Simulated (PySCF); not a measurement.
Harmonic spectrum computed at PBE0 in the def2-TZVP basis family (core potentials from Rb on, PySCF, no spin–orbit coupling):

```tsv
ω (cm⁻¹)	IR (km/mol)
348	285
359	0.4
2091	109
```

Problem. Which molecule gave it? In each, all ligands are bound to the one heavy central atom.
A. HBiS (singlet)
B. HAuS (triplet)
C. HTlS (singlet)
D. HIrS (triplet)

Solution. B. It has Cs symmetry with Au–H 1.607 Å, Au–S 2.219 Å.
